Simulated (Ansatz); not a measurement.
Relaxation of F₄GeH₂S (8 atoms, charge 0, multiplicity 1), to a largest force component of 0.03 eV/Å in at most 50 steps.

Method: RKS PBE0-D4/def2-SVP in Ansatz.

```xyz
8
Properties=species:S:1:pos:R:3:forces:R:3
Ge -0.885 -0.055 -0.400 0.48 0.41 0.04
F 1.711 -1.185 0.781 -0.41 -0.53 0.44
F -0.386 -1.391 -1.339 0.01 0.00 -0.01
F -1.301 -0.550 1.182 -0.01 0.00 0.01
F -2.349 0.452 -1.128 -0.01 0.01 0.00
H 2.099 -0.534 0.273 0.31 0.60 -0.48
S 0.624 1.585 -0.357 -0.39 -0.48 0.05
H 0.486 1.678 0.988 0.01 -0.01 -0.05
```

**Question.** Where does it end, and by what steps?

**Answer.** It converged. After 24 steps the energy has fallen by 0.308 eV; H8 moved furthest, 0.90 Å.

```
step  energy less start (eV)  largest force component (eV/Å)  accepted
   0                  0.0000                           0.601       yes
   1                 -0.0207                           0.181       yes
   2                  0.0912                           2.582        no
   3                 -0.0279                           0.075       yes
   4                 -0.0228                           0.667        no
   5                 -0.0323                           0.096       yes
   6                 -0.0346                           0.073       yes
   7                 -0.0391                           0.174       yes
   8                 -0.0287                           1.165        no
   9                 -0.0463                           0.174       yes
  10                 -0.0534                           0.341       yes
  11                 -0.0680                           0.294       yes
  12                 -0.0994                           0.311       yes
  13                 -0.0820                           2.270        no
  14                 -0.1276                           0.308       yes
  15                 -0.1564                           0.592       yes
  16                 -0.2100                           0.469       yes
  17                 -0.1981                           2.001        no
  18                 -0.2404                           0.453       yes
  19                 -0.2647                           0.388       yes
  20                 -0.2981                           0.210       yes
  21                 -0.3003                           0.171       yes
  22                 -0.2996                           0.561        no
  23                 -0.3079                           0.064       yes
  24                 -0.3084                           0.023       yes
```

```xyz
8
Properties=species:S:1:pos:R:3
Ge -0.933 0.095 -0.275
F 1.863 -0.654 0.827
F 0.107 -1.123 -0.967
F -1.556 -0.681 1.116
F -2.244 0.248 -1.361
H 1.511 -1.111 0.091
S 0.105 1.963 0.024
H 1.147 1.264 0.546
```

Time of the run: 93 s on 2 threads of Arm Neoverse V1, on a shared host, peak memory 0.3 GiB.
